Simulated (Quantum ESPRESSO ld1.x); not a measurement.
Task: Coherent X-ray form factor from a spherical all-electron density. Method: scalar-relativistic Kohn-Sham, LDA (Slater exchange, VWN5 correlation), spin-unpolarised, spherical densities, point nucleus; computed with ld1.x of Quantum ESPRESSO 7.5.

| sin(theta)/lambda (1/angstrom) | f0 (electrons) |
|---|---|
| 0.05 | 80.928 |
| 0.1 | 78.098 |
| 0.15 | 74.319 |
| 0.2 | 70.255 |
| 0.25 | 66.250 |
| 0.3 | 62.438 |
| 0.4 | 55.533 |
| 0.5 | 49.631 |
| 0.6 | 44.660 |
| 0.8 | 36.824 |
| 1 | 30.746 |
| 1.25 | 24.759 |
| 1.5 | 20.383 |
| 2 | 15.436 |

The species is in the configuration that NIST lists as its ground one. Which atom or ion scatters so?

Result: The bismuth ion Bi+, [Hg] 6p2. Extrapolating in s^2 from the first two rows gives f0(0) = 81.9, near the electron count 82; among species with that count, the fall with angle is slower the higher Z, and the table is that of Z = 83; from so few rows the species is fixed only to a neighbour or two.
